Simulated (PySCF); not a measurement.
Fractional electron number in Sr (strontium, neutral)

The 5s beta orbital of [Kr] 5s2 is emptied in steps (occupation f), with all orbitals relaxed, ending at [Kr] 5s1. Computed with PySCF 2.14 in def2-TZVPPD with the def2 core potential (28 electrons) (6s4p3d1f, 40 functions), with scalar relativity through the core potential. The exact energy is a straight line in f; departures are measured from the line between the end points of the same method.

```csv
f,UHF (eV),LDA (eV),PBE (eV),PBE0 (eV),r2SCAN (eV),LC-wPBE (eV),BHandHLYP (eV),B3LYP (eV),BLYP (eV)
1,0.000,0.000,0.000,0.000,0.000,0.000,0.000,0.000,0.000
0.9,0.016,-0.201,-0.197,-0.142,-0.166,0.013,-0.105,-0.166,-0.209
0.7,0.035,-0.472,-0.463,-0.333,-0.382,0.028,-0.249,-0.390,-0.492
0.5,0.038,-0.564,-0.555,-0.397,-0.442,0.030,-0.301,-0.469,-0.591
0.3,0.030,-0.475,-0.469,-0.333,-0.358,0.022,-0.258,-0.397,-0.500
0.1,0.012,-0.204,-0.197,-0.139,-0.147,0.010,-0.113,-0.171,-0.215
0,0.000,0.000,0.000,0.000,0.000,0.000,0.000,0.000,0.000
```

Q: For B3LYP, how does the orbital energy at f = 1 compare with the removal energy?

A: −ε = 3.932 eV against a total-energy difference of 5.765 eV. By Janak's theorem ε = ∂E/∂f, so the gap between them reflects the curvature. Along the path −ε is 4.284 (f = 0.9), 5.004 (f = 0.7), 5.744 (f = 0.5), 6.507 (f = 0.3), 7.289 (f = 0.1) eV.

```csv
method,E(f=0) − E(f=1) (eV),−ε at f=1 (eV),−ε at f=0.5 (eV)
UHF,4.744,4.929,4.732
LDA,5.869,3.636,5.862
PBE,5.705,3.524,5.687
PBE0,5.619,4.045,5.615
r2SCAN,5.432,3.580,5.506
LC-wPBE,5.432,5.578,5.415
BHandHLYP,5.569,4.413,5.540
B3LYP,5.765,3.932,5.744
BLYP,5.686,3.374,5.661
```

Reference removal energy between the ground levels: 5.695 eV (measured; NIST Atomic Spectra Database, ionization energies). UHF lacks correlation.
